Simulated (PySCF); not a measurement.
A series of substituents X on one scaffold: HS-X. All species are isolated molecules in the gas phase. One relaxed conformer stands for each flexible species; it need not be the lowest. Strings in code marks are SMILES.

All values below come from PBE-D3(BJ)/def2-TZVP // B3LYP-D3(BJ)/def2-TZVP (PySCF). Delta-SCF ions had no search for a lower state. Excitations are Tamm–Dancoff values on a coarser integration grid. The basis has no diffuse functions, so Rydberg states are missing or too high.

```csv
species,S1 excitation (TDA) (eV),vertical ionisation energy (Delta-SCF) (eV)
X = dimethylamino (`CN(C)S` (C–N–S–H torsion 67°)),5.08,–
X = mercapto (`SS` (H–S–S–H torsion 90°)),4.56,9.73
X = ethynyl (`C#CS`),___,9.19
X = fluoromethyl (`FCS` (F–C–S–H torsion 76°)),5.73,10.06
```

Some entries are withheld; supply them.


- X = ethynyl (`C#CS`), S1 excitation (TDA) (eV): 4.63
